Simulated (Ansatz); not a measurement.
[WO3(OH)]- (WO₄H⁻). Charge -1, multiplicity 3. Geometry r2SCAN-D4/def2-SVPD, that of the charge -1 singlet; atoms count from 1.

```xyz
6

W     0.072    0.228   -0.392
O    -1.141    0.633   -1.602
O     0.827    1.694    0.229
O     1.320   -0.796   -1.096
O    -0.819   -0.728    1.069
H    -0.259   -1.031    1.791
```

In the def2 sets W takes a core potential; there is no spin–orbit coupling. The highest occupied level of the charge -1 triplet lies above zero (up to 1.67 eV). By energy differences its removal costs 0.21 eV (vertical, to the charge 0 doublet, at PBE0-D4/def2-TZVPD), and other spins of that charge weren't run; a positive level beside a positive removal energy at the same level points to self-interaction error. At PBE0-D4/def2-TZVPD a singlet of charge -1 lies 4.89 eV below the triplet at the same geometry.

Question: Estimate the Mulliken populations from the PBE0/def2-TZVPD orbitals of Ansatz.

Answer: 
```
atom  charge (e)  spin (α − β)  d electrons
  W1        1.18          0.92         3.55
  O2       -0.66          0.12            –
  O3       -0.57          0.52            –
  O4       -0.56          0.54            –
  O5       -0.57         -0.23            –
  H6        0.18          0.13            –
```
Mulliken values and Mayer orders depend strongly on the basis. With diffuse functions, as here, like atoms can get unlike values, and bond orders can come out too low or too high.

Question: Where does the spin sit?

Answer: Summed by element: W 0.92, O 0.95, H 0.13, of 2 unpaired in all. Largest on single atoms: W1 0.92, O4 0.54, O3 0.52.

Question: And the Mayer bond orders between bonded heavy atoms (over 0.3)?

Answer: W1–O2 1.45 (1.76 Å); W1–O3 1.30 (1.76 Å); W1–O4 1.28 (1.76 Å).
